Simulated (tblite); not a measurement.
Input of a run (GFN2-xTB geometry optimisation, gas phase (tblite 0.8.0)), started from a force field or distance geometry:
```
{"job": {"kind": "relax", "xc": "GFN2-xTB", "basis": "xTB"}, "charge": 0, "multiplicity": 1}
C     -3.507500     0.999400     0.398000
O     -2.172900     0.813100    -0.003500
Si    -1.435000    -0.641800     0.404900
F     -2.371200    -1.805400    -0.187200
C      0.260600    -0.836300    -0.354200
C      0.551900    -0.226900    -1.713000
C      1.159100     0.381900    -0.469300
C      2.634400     0.260700    -0.194200
C      2.998600     0.405000     1.260400
O      2.184200     0.581400     2.173400
H     -4.182600     0.270400    -0.080400
H     -3.629100     0.955000     1.490400
H     -3.830300     2.001300     0.081400
H     -1.390400    -0.774000     1.872600
H      0.707100    -1.784400    -0.132400
H      1.196400    -0.781600    -2.372700
H     -0.210900     0.346500    -2.221100
H      0.779100     1.345800    -0.160700
H      3.161000     1.039100    -0.746400
H      3.018000    -0.712600    -0.526000
H      4.070900     0.354800     1.479600
```

Output (eV, eV/Å):
```
step      E/eV     max force
  0    -900.79404    2.849
  1    -900.85768    3.781
  2    -900.94166    0.478
  3    -900.95484    0.299
  4    -900.96989    0.259
  5    -900.97521    0.234
  6    -900.98247    0.194
  7    -900.98741    0.151
  8    -900.99264    0.144
  9    -900.99732    0.166
 10    -901.00235    0.196
 11    -901.00744    0.177
 12    -901.01232    0.171
 13    -901.01632    0.153
 14    -901.01940    0.129
 15    -901.02196    0.124
 16    -901.02450    0.135
 17    -901.02689    0.107
 18    -901.02872    0.099
 19    -901.03007    0.078
 20    -901.03133    0.112
 21    -901.03282    0.124
 22    -901.03444    0.104
 23    -901.03587    0.086
 24    -901.03713    0.087
 25    -901.03849    0.097
 26    -901.03987    0.090
 27    -901.04100    0.074
 28    -901.04185    0.065
 29    -901.04257    0.067
 30    -901.04332    0.080
 31    -901.04410    0.074
 32    -901.04478    0.048
 33    -901.04539    0.051
 34    -901.04606    0.055
 35    -901.04696    0.081
 36    -901.04814    0.087
 37    -901.04938    0.072
 38    -901.05038    0.082
 39    -901.05118    0.079
 40    -901.05194    0.068
 41    -901.05278    0.071
 42    -901.05367    0.077
 43    -901.05444    0.083
 44    -901.05501    0.056
 45    -901.05544    0.039
 46    -901.05574    0.030
 47    -901.05591    0.032
 48    -901.05604    0.031
 49    -901.05618    0.027
 50    -901.05638    0.032
 51    -901.05664    0.038
 52    -901.05687    0.035
 53    -901.05704    0.023
 54    -901.05716    0.024
 55    -901.05727    0.022
 56    -901.05738    0.030
 57    -901.05749    0.026
 58    -901.05760    0.026
 59    -901.05772    0.027
 60    -901.05785    0.022
 61    -901.05795    0.026
 62    -901.05802    0.019
 63    -901.05808    0.015
 64    -901.05813    0.015
 65    -901.05817    0.016
 66    -901.05821    0.017
 67    -901.05825    0.015
 68    -901.05830    0.015
 69    -901.05835    0.021
 70    -901.05842    0.022
 71    -901.05852    0.021
 72    -901.05864    0.024
 73    -901.05877    0.025
 74    -901.05888    0.023
 75    -901.05896    0.020
 76    -901.05903    0.015
 77    -901.05909    0.015
 78    -901.05914    0.021
 79    -901.05919    0.023
 80    -901.05925    0.021
 81    -901.05934    0.025
 82    -901.05944    0.027
 83    -901.05954    0.023
 84    -901.05961    0.019
 85    -901.05966    0.013
 86    -901.05969    0.011
 87    -901.05972    0.014
 88    -901.05976    0.017
 89    -901.05981    0.015
 90    -901.05984    0.014
 91    -901.05987    0.013
 92    -901.05990    0.016
 93    -901.05995    0.021
 94    -901.06001    0.017
 95    -901.06005    0.013
 96    -901.06008    0.014
 97    -901.06013    0.018
 98    -901.06020    0.024
 99    -901.06027    0.021
100    -901.06033    0.020
101    -901.06038    0.022
102    -901.06044    0.018
103    -901.06051    0.022
104    -901.06057    0.017
105    -901.06061    0.019
106    -901.06067    0.016
107    -901.06074    0.021
108    -901.06084    0.024
109    -901.06094    0.024
110    -901.06102    0.026
111    -901.06112    0.025
112    -901.06124    0.040
113    -901.06141    0.026
114    -901.06151    0.025
115    -901.06160    0.021
116    -901.06165    0.016
117    -901.06170    0.011
118    -901.06172    0.010
```

Problem. Summarise the run.

Solution. The energy falls by 0.268 eV over 118 L-BFGS steps, the largest force on an atom goes from 2.85 to 0.010 eV/Å, and the atoms move by 0.246 Å rms after alignment. The bond that changes most is O2–Si3 (silyl ether oxygen to fluorine-bound silicon), which shortens by 0.069 Å. Bonds longer at the end by more than 0.005 Å: 3 of 21; shorter: 9. Among the angles that change most is C1–O2–Si3, from 117.5° to 129.8°. Among the dihedrals that turn most is H11–C1–O2–Si3, from -63° to -50°. The energy never rose by more than 1e-5 eV on the way. The first step brought 24 % of the lowering.

Problem. What are the final bond lengths?

Solution. C1–O2 1.401 Å, O2–Si3 1.613 Å, Si3–F4 1.622 Å, Si3–C5 1.869 Å, C5–C6 1.507 Å, C6–C7 1.491 Å, C7–C8 1.508 Å, C8–C9 1.503 Å, C9=O10 1.197 Å, C5–C7 1.506 Å, C1–H11 1.091 Å, C1–H12 1.092 Å, C1–H13 1.091 Å, Si3–H14 1.452 Å, C5–H15 1.083 Å, C6–H16 1.081 Å, C6–H17 1.078 Å, C7–H18 1.082 Å, C8–H19 1.095 Å, C8–H20 1.094 Å, C9–H21 1.111 Å. Numbering counts from 1 in the input's order; the species is `CO[Si@@H](F)[C@H]1C[C@@H]1CC=O`.

The run took 1.7 s on one thread of an Arm Neoverse N1, shared host with 64 logical CPUs at a one-minute load of 57.

Its GFN2-xTB frequencies are all real (lowest 18 cm⁻¹). One conformer, not necessarily the lowest. 3 starts were optimised and ended at 0.00, 1.33 and 2.04 kcal/mol (GFN2-xTB); the lowest of these is shown.

The numbers are calculated, not measured.
